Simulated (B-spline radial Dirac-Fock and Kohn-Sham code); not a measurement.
**Dipole and non-dipole photoemission parameters of N⁺ 2p3/2**

System: the N⁺ ion in the configuration 1s2 2s2 2p2; threshold 25.47 eV (orbital energy of the model). Model: Dirac-Hartree-Slater photoionisation with a Latter tail; cross sections with all multipoles, angular parameters from the dipole term and its interference with E2. Program: a radial atomic solver.

For linearly polarised light dσ/dΩ = σ/(4π) [1 + β P₂(cos θ) + (δ + γ cos²θ) sin θ cos φ], with θ from the polarisation vector and φ the angle between the beam and the projection of the electron momentum on the plane normal to the polarisation.

```
hν (eV)    σ (kb)       β      γ      δ
     60      1060   1.500  0.056  0.007
   79.7       527   1.511  0.085  0.008
    100       288   1.490  0.112  0.009
    119       178   1.460  0.136  0.010
    121       170   1.457  0.139  0.010
    133       130   1.436  0.154  0.011
    155      83.1   1.394  0.178  0.013
    160      75.6   1.384  0.182  0.013
    280      13.5   1.144  0.252  0.024
    296      11.3   1.116  0.258  0.025
    304      10.4   1.103  0.261  0.026
    346      6.87   1.038  0.273  0.030
    455         ?       ?      ?      ?
    600      1.13   0.773  0.324  0.052
    677     0.755   0.719  0.337  0.058
    865     0.326   0.617  0.369  0.071
   1000     0.196   0.560  0.389  0.081
 1253.6    0.0869   0.476  0.420  0.098
   2840   0.00397   0.242  0.550  0.177
   3740   0.00134   0.167  0.596  0.212
   4950  0.000433   0.100  0.625  0.254
   6000  0.000199   0.074  0.641  0.285
   6380  0.000155   0.070  0.650  0.295
   7870  6.70e-05   0.065  0.704  0.330
 8047.8  6.12e-05   0.065  0.713  0.334
   9910  2.64e-05   0.059  0.810  0.372
  11200  1.60e-05   0.047  0.872  0.399
  12000  1.21e-05   0.036  0.904  0.415
  12100  1.17e-05   0.035  0.908  0.417
  15000  4.75e-06  -0.012  0.967  0.473
```

Q: Give the values at 455 eV.

A: σ = 2.83 kb, β = 0.903, γ = 0.297, δ = 0.040.

Values without a named source are computed, but for edge energies of neutral atoms, which are taken from tables.
